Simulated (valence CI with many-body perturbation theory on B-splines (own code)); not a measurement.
Results of a calculation; reference values are marked as such.
From CI to CI+MBPT in Pt³⁷⁺

Level of theory: configuration interaction combined with many-body perturbation theory (CI+MBPT): five valence electrons over a frozen Dirac-Fock core [Kr], a basis of 7 s, 7 p, 8 d, 6 f, 4 g, 1 h functions for each j, with the one-electron correlation potential Σ1 (screened to all orders), the two-electron term Σ2, the three-electron term Σ3, Breit, model QED; selected single and double excitations, second order for the rest (own B-spline code, finite nucleus).

The last digits are not significant, and no measured levels were compared; by estimate large intervals hold to a few tenths of a per cent, small ones and those within an open d or f shell to about a per cent. Only levels of the ground parity were solved; by the run's estimate the other parity begins above the list, which can be wrong where configurations are misplaced.

Each rung adds one term. CI alone is the Dirac-Coulomb CI over the frozen core; QED comes last and gives the full result, which names the levels. Energies are above (4d3/2^4 4d5/2) J=5/2 on the same rung, in cm⁻¹.

Levels are named by their leading jj configuration (3d3/2^4 stands for four electrons in 3d with j = 3/2), which in mixed levels can hold well under half, so a name can repeat and another be missing. Letters in brackets count levels of one name in rising energy.

```
                      Level  CI alone
(4d3/2^3 4d5/2^2) J=5/2 [a]    146092
(4d3/2^3 4d5/2^2) J=7/2 [a]    190276
(4d3/2^3 4d5/2^2) J=3/2 [a]    193031
   (4d3/2^3 4d5/2^2) J=11/2    201542
    (4d3/2^3 4d5/2^2) J=9/2    215094
(4d3/2^3 4d5/2^2) J=5/2 [b]    223878
    (4d3/2^3 4d5/2^2) J=1/2    231394
(4d3/2^3 4d5/2^2) J=7/2 [b]    241726
(4d3/2^3 4d5/2^2) J=3/2 [b]    289431
(4d3/2^2 4d5/2^3) J=5/2 [a]    332422
(4d3/2^2 4d5/2^3) J=7/2 [a]    363334
   (4d3/2^2 4d5/2^3) J=11/2    371609
(4d3/2^2 4d5/2^3) J=9/2 [a]    375830
(4d3/2^2 4d5/2^3) J=1/2 [a]    383338
   (4d3/2^2 4d5/2^3) J=13/2    394596
(4d3/2^2 4d5/2^3) J=3/2 [a]    388482
```

Problem. What do these energies become with core correlation, Breit and QED?

Solution. (4d3/2^3 4d5/2^2) J=5/2 [a] 146150 (+59); (4d3/2^3 4d5/2^2) J=7/2 [a] 186231 (-4045); (4d3/2^3 4d5/2^2) J=3/2 [a] 190873 (-2158); (4d3/2^3 4d5/2^2) J=11/2 194668 (-6874); (4d3/2^3 4d5/2^2) J=9/2 208748 (-6345); (4d3/2^3 4d5/2^2) J=5/2 [b] 218714 (-5164); (4d3/2^3 4d5/2^2) J=1/2 227695 (-3699); (4d3/2^3 4d5/2^2) J=7/2 [b] 234157 (-7569); (4d3/2^3 4d5/2^2) J=3/2 [b] 285644 (-3786); (4d3/2^2 4d5/2^3) J=5/2 [a] 330472 (-1950); (4d3/2^2 4d5/2^3) J=7/2 [a] 357740 (-5593); (4d3/2^2 4d5/2^3) J=11/2 363266 (-8344); (4d3/2^2 4d5/2^3) J=9/2 [a] 368325 (-7505); (4d3/2^2 4d5/2^3) J=1/2 [a] 378512 (-4826); (4d3/2^2 4d5/2^3) J=13/2 383136 (-11460); (4d3/2^2 4d5/2^3) J=3/2 [a] 386071 (-2412).

Problem. How does the ionisation energy move along the ladder, and which term matters most?

Solution. CI alone 1675.6, + Σ1 1678.3, + Σ2 1681.7, + Σ3 1681.8, + Breit 1681.2, + QED 1681.2 eV. The largest step is Σ2, 3.4 eV. NIST lists 1680 ± 4 eV (theoretical).
